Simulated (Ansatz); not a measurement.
Consider the homolysis of the Br–Ge bond: `[F][Ge]([F])([Cl])[Br]` → Br• + `[F][Ge]([F])[Cl]`•.

Program: Ansatz. Geometries: PBE0-D4/def2-TZVP. ΔE: electronic, gas phase. CCSD(T)/CBS is the MP2 limit (def2-TZVPP, def2-QZVPP) plus CCSD(T) − MP2 in def2-TZVPP, frozen cores. Functionals use def2-TZVPP. No spin–orbit coupling; open shells (•) take unrestricted orbitals. Spin–orbit coupling would lower the free atoms: clearly for Br. Bonds to Br, Ge are less sure, by a few kJ/mol each and by 10 to 20 or more in all where they break to atoms, as the def2 sets lack core-valence functions. Scalar relativity is left out up to krypton.

`[F][Ge]([F])([Cl])[Br]`:

```xyz
5

F     0.178    0.292    1.712
Ge    0.023   -0.042    0.045
F     0.033   -1.743   -0.091
Cl    1.701    0.727   -0.958
Br   -1.935    0.766   -0.709
```

`[F][Ge]([F])[Cl]`•:

```xyz
4

F     1.388    0.888    0.024
Ge   -0.278    0.441    0.054
F    -0.457   -0.458    1.516
Cl   -0.653   -0.870   -1.594
```

```json
{"level": "LDA (SPW92)", "ΔE (kJ/mol)": "398.0", "difference from CCSD(T)/CBS": "25.5"}
{"level": "PBE-D4", "ΔE (kJ/mol)": "343.4", "difference from CCSD(T)/CBS": "-29.1"}
{"level": "revPBE-D4", "ΔE (kJ/mol)": "330.5", "difference from CCSD(T)/CBS": "-42.0"}
{"level": "r2SCANh-D4", "ΔE (kJ/mol)": "348.7", "difference from CCSD(T)/CBS": "-23.8"}
{"level": "ωB97M-V", "ΔE (kJ/mol)": "345.1", "difference from CCSD(T)/CBS": "-27.4"}
{"level": "PBE-QIDH", "ΔE (kJ/mol)": "362.9", "difference from CCSD(T)/CBS": "-9.6"}
{"level": "PBE", "ΔE (kJ/mol)": "335.8", "difference from CCSD(T)/CBS": "-36.7"}
{"level": "revPBE", "ΔE (kJ/mol)": "314.1", "difference from CCSD(T)/CBS": "-58.4"}
{"level": "BLYP", "ΔE (kJ/mol)": "303.1", "difference from CCSD(T)/CBS": "-69.4"}
{"level": "CAM-B3LYP", "ΔE (kJ/mol)": "329.1", "difference from CCSD(T)/CBS": "-43.4"}
{"level": "LC-ωPBE", "ΔE (kJ/mol)": "338.3", "difference from CCSD(T)/CBS": "-34.2"}
{"level": "RPA@PBE/def2-TZVPP", "ΔE (kJ/mol)": "319.9", "difference from CCSD(T)/CBS": "-52.6"}
{"level": "CCSD(T)/def2-SVP", "ΔE (kJ/mol)": "338.7", "difference from CCSD(T)/CBS": "-33.8"}
{"level": "HF/def2-TZVPP", "ΔE (kJ/mol)": "256.7", "difference from CCSD(T)/CBS": "-115.8"}
{"level": "CCSD/def2-TZVPP", "ΔE (kJ/mol)": "347.7", "difference from CCSD(T)/CBS": "-24.8"}
{"level": "MP2/def2-QZVPP", "ΔE (kJ/mol)": "382.7", "difference from CCSD(T)/CBS": "10.2"}
{"level": "CCSD(T)/CBS", "ΔE (kJ/mol)": "372.5", "difference from CCSD(T)/CBS": "0"}
```

Largest T1 diagnostic among the species: 0.014.

At CCSD(T), def2-SVP lies −33.8 kJ/mol from the extrapolated value and def2-TZVPP −15.9 kJ/mol: correlation converges slowly with the basis, and small sets miss more of it in the bonded molecule than in its fragments. In def2-TZVPP, CCSD(T) changes the Hartree–Fock value by +99.9 kJ/mol (the triples alone add +8.9 kJ/mol) and MP2 by +117.5 kJ/mol; breaking electron pairs costs correlation energy, which Hartree–Fock lacks. From BLYP to BHLYP (50 % exact exchange), in def2-TZVPP and without D4, ΔE moves by +21.8 kJ/mol.

CCSD(T)/CBS has its own doubt, a few kJ/mol and more with outer-core shells, so smaller differences from it don't rank the levels.
